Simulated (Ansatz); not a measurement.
Ideal-gas functions of C3H4Se (`C=C1C[Se]1`) at 298.15 K and 1 bar, from an Ansatz frequency run at PBE0-D4/def2-TZVP.

Molar mass 119.02 g/mol, point group Cs (symmetry number 1), electronic degeneracy 1, moments of inertia 41.33, 141.571, 179.498 u Å². Harmonic wavenumbers (cm⁻¹, unscaled): 299, 348, 532, 566, 667, 840, 886, 946, 1029, 1040, 1085, 1428, 1458, 1793, 3129, 3158, 3219, 3254.

Use S(trans) = R[1.5 ln M + 2.5 ln T − 1.1517]; rotational temperatures θ = 24.2544 K / I; S(rot) = R[ln(√π/σ · √(T³/θAθBθC)) + 1.5]; for each mode x = 1.438777 ν̃/T, S = R[x/(eˣ − 1) − ln(1 − e⁻ˣ)] and H = RT x/(eˣ − 1); 1 cm⁻¹ = 0.0119627 kJ/mol; R = 8.31446 J/(mol·K).

Problem. By hand: the entropy, in J/(mol·K).

Solution. Translation 168.5. Rotation: θ = 0.5868, 0.1713, 0.1351 K, giving 106.2. Vibration, mode by mode: 5.95, 4.92, 2.44, 2.14, 1.45, 0.74, 0.62, 0.49, 0.35, 0.33, 0.28, 0.07, 0.06, 0.01, 0.00, 0.00, 0.00, 0.00, in all 19.8. Electronic 0.0. Sum 294.5 J/(mol·K).

Problem. By hand: H − E and G − E in kJ/mol, counted from the electronic energy.

Solution. Zero-point energy ½ × 25677 × 0.0119627 = 153.6; thermal vibration 4.1; translation, rotation and pV give 4 RT = 9.9. H − E = 167.6 kJ/mol, and G − E = 167.6 − 298.15 × 294.5/1000 = 79.8 kJ/mol.

Vibration gives 7 % of the entropy.
